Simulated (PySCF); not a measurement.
A series of substituents X on one scaffold: acetyl-X. Gas-phase values, no solvent. One relaxed conformer stands for each flexible species; it need not be the lowest. Strings in code marks are SMILES. All members: neutral, multiplicity 1. Level: PBE-D3(BJ)/def2-TZVP // B3LYP-D3(BJ)/def2-TZVP (PySCF). Delta-SCF ions had no search for a lower state.  The removal energy is E(N − 1 electrons) − E(N electrons) at the parent's geometry; ε(HOMO) is measured against the vacuum level.

| species | −ε(HOMO) (eV) | vertical ionisation energy (Delta-SCF) (eV) |
|---|---|---|
| `CC(=O)[SiH3]` | 5.50 | 8.94 |
| `C[C](=O)[GeH3]` | 5.51 | 8.82 |
| `CNC(C)=O` (C–N–C–O torsion 0°) | 5.59 | 9.23 |
| `CC(=O)C=O` (O–C–C–O torsion 180°) | 5.90 | 9.36 |
| `C#CC(C)=O` | 6.18 | 9.85 |
| `BC(C)=O` (H–B–C–O torsion 86°) | 6.21 | withheld |

### Question
Fit vertical ionisation energy (Delta-SCF) = a + b·x to the 5 complete rows by least squares, with x = −ε(HOMO) in eV. Give a, b and the rms residual, and predict the withheld value.

### Answer
Means of the 5 rows: x̄ = 5.736, ȳ = 9.24 eV. Σ(x − x̄)² = 0.35212 and Σ(x − x̄)(y − ȳ) = 0.4577, so b = 1.300 and a = ȳ − b·x̄ = 1.783 eV. The rms residual is 0.108 eV. At x = 6.21 the line gives 9.86 eV, outside the range of the fitted rows. The run for `BC(C)=O` (H–B–C–O torsion 86°) gave 9.74 eV, so the line is off by 0.12 eV, within twice the rms residual.

Codes: PySCF.
